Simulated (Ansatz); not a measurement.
Consider the germylene loss: `F[SiH](Cl)[NH][GeH3]` → `N[SiH](F)Cl` + `[GeH2]`.

Isolated molecules relaxed with PBE0-D4/def2-TZVP in Ansatz; ΔE leaves out vibrations. CCSD(T)/CBS is the MP2 limit (def2-TZVPP, def2-QZVPP) plus CCSD(T) − MP2 in def2-TZVPP, frozen cores. DFT in def2-TZVPP. B3LYP here is the variant with VWN-RPA as its local correlation; programs differ in this. For Ge outer-core shells are correlated without core-valence functions, which leaves a few kJ/mol of doubt a bond. Scalar relativity is left out up to krypton. Each species was taken in one conformer, which may not be the lowest.

`F[SiH](Cl)[NH][GeH3]`:

```xyz
10

F    -0.043    1.886    1.731
Si   -0.404    0.367    1.413
Cl   -2.174    0.015    2.372
N    -0.585    0.050   -0.233
Ge    0.741   -0.430   -1.430
H     0.678   -0.450    1.986
H    -1.487    0.241   -0.644
H     1.989   -0.710   -0.585
H     0.995    0.717   -2.421
H     0.289   -1.686   -2.190
```

`N[SiH](F)Cl`:

Cartesian coordinates in Å:
```
N 1.038 -0.161 -0.217
Si -0.556 0.179 0.211
F -1.293 -0.993 1.001
Cl -1.623 0.450 -1.505
H 1.270 -0.709 -1.028
H 1.785 -0.129 0.456
H -0.620 1.363 1.082
```

`[GeH2]`:

Cartesian coordinates in Å:
```
Ge -0.332 -0.012 -0.670
H 0.691 -0.969 0.092
H -0.359 0.981 0.578
```

```tsv
level	ΔE (kJ/mol)	difference from CCSD(T)/CBS
PBE-D4	171.4	-9.7
r2SCAN-D4	189.4	8.3
PBE0-D4	182.2	1.1
B3LYP-D4	162.7	-18.4
ωB97X-V	185.3	4.2
ωB97M-V	169.9	-11.2
B2PLYP	170.6	-10.5
PBE	162.7	-18.4
r2SCAN	187.0	5.9
PBE0	174.5	-6.6
B3LYP	148.7	-32.4
HF/def2-TZVPP	157.8	-23.3
MP2/def2-TZVPP	204.1	23.0
SCS-MP2/def2-TZVPP	191.3	10.2
CCSD/def2-TZVPP	182.3	1.2
CCSD(T)/def2-TZVPP	187.6	6.5
HF/def2-QZVPP	157.4	-23.7
MP2/def2-QZVPP	200.2	19.1
SCS-MP2/def2-QZVPP	188.3	7.2
HF/CBS(def2)	157.3	-23.8
MP2/CBS(def2)	197.6	16.5
CCSD/CBS(def2)	175.8	-5.3
CCSD(T)/CBS	181.1	0
```

Largest T1 diagnostic among the species: 0.012.

From PBE to PBE0 (25 % exact exchange), in def2-TZVPP and without D4, ΔE moves by +11.7 kJ/mol. In def2-TZVPP, CCSD(T) changes the Hartree–Fock value by +29.8 kJ/mol (the triples alone add +5.3 kJ/mol) and MP2 by +46.3 kJ/mol.
